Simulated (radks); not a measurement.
Values are calculated unless marked as measured or tabulated.
Coulomb parameter of the 4d shell of the niobium ion Nb2+ in the model configuration [Kr] 4d1.5 5p1.5, as a second difference U = [E(n + 0.5) + E(n - 0.5) - 2 E(n)] / (0.5)^2 with all orbitals relaxed. "Bare": the charge of the atom changes with n. "Screened": the 5p shell takes up the change at fixed total charge, which measures U(4d,4d) + U(5p,5p) - 2 U(4d,5p). Code: a radial shooting solver on a logarithmic mesh with Libxc functionals. Model: scalar-relativistic Kohn-Sham, PBEsol, spin-unpolarised, spherical densities, point nucleus.

start: configuration [Kr] 4d1.5 5p1.5; E - E(n) (eV) 0.000
bare +0.5: configuration [Kr] 4d2 5p1.5; E - E(n) (eV) -10.939
bare -0.5: configuration [Kr] 4d1 5p1.5; E - E(n) (eV) 13.771
screened +0.5: configuration [Kr] 4d2 5p1; E - E(n) (eV) -4.665
screened -0.5: configuration [Kr] 4d1 5p2; E - E(n) (eV) 5.194

U(bare) = 11.331 eV, U(screened by 5p) = 2.116 eV, against the Slater integral F0(4d,4d) = 14.328 eV with frozen orbitals.
